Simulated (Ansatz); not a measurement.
This geometry of a periodic cell of 13 atoms, PPd$_{12}$ (surface Pd(111), adsorbate P) is a first-order saddle point. Atoms 1 to 4 are held.

These are results of Ansatz, DFT PBE, scalar-relativistic, plane waves, PAW, not measurements. Settings: cutoff 420 eV, k mesh 4x4x1, gaussian smearing 0.15 eV, no spin polarisation.

```xyz
13
Lattice="5.5013 0.0000 0.0000 2.7506 4.7643 0.0000 0.0000 0.0000 16.4918" Properties=species:S:1:pos:R:3
Pd 1.375 0.794 1.000
Pd 4.126 0.794 1.000
Pd 2.751 3.176 1.000
Pd 5.501 3.176 1.000
Pd -0.007 1.628 3.372
Pd 2.758 1.628 3.372
Pd 1.375 3.949 3.281
Pd 4.126 3.974 3.292
Pd -0.097 -0.005 5.531
Pd 2.847 -0.005 5.531
Pd 1.375 2.246 5.885
Pd 4.126 2.514 5.935
P 4.126 4.758 7.156
```

(1) Which two structures does it join? (They come from a converged band through this point; their orientation in space is the band's.)

(2) How far does it lie above each of them?

Results:

(1) Contacts lost: Pd12–P13. Contacts made: Pd11–P13. The atom that moves furthest is P13, by 1.59 Å.

First end point:

```xyz
13
Lattice="5.5013 0.0000 0.0000 2.7506 4.7643 0.0000 0.0000 0.0000 16.4918" Properties=species:S:1:pos:R:3
Pd 1.375 0.794 1.000
Pd 4.126 0.794 1.000
Pd 2.751 3.176 1.000
Pd 5.501 3.176 1.000
Pd -0.002 1.587 3.331
Pd 2.751 1.586 3.333
Pd 1.374 3.971 3.333
Pd 4.125 3.970 3.309
Pd -0.027 0.014 5.680
Pd 2.773 0.013 5.688
Pd 1.374 2.381 5.609
Pd 4.124 2.352 5.680
P 4.118 3.966 7.216
```

Last end point:

Only the atoms that move by more than 0.05 Å are listed.
```
Pd11 1.375 2.411 5.688
Pd12 4.126 2.382 5.624
P13 4.126 5.558 7.224
```

(2) 0.267 eV above the first and 0.289 eV above the second. This is the barrier of this one path; another mechanism may lie lower. Limits of this set-up: coarse k mesh, thin slab, slab without dipole correction, odd electron count without spin.

Time of the run: 8.1 min on 4 threads of Intel(R) Xeon(R) Platinum 8375C CPU @ 2.90GHz (Ice Lake) (shared host), peak memory 3.2 GiB.
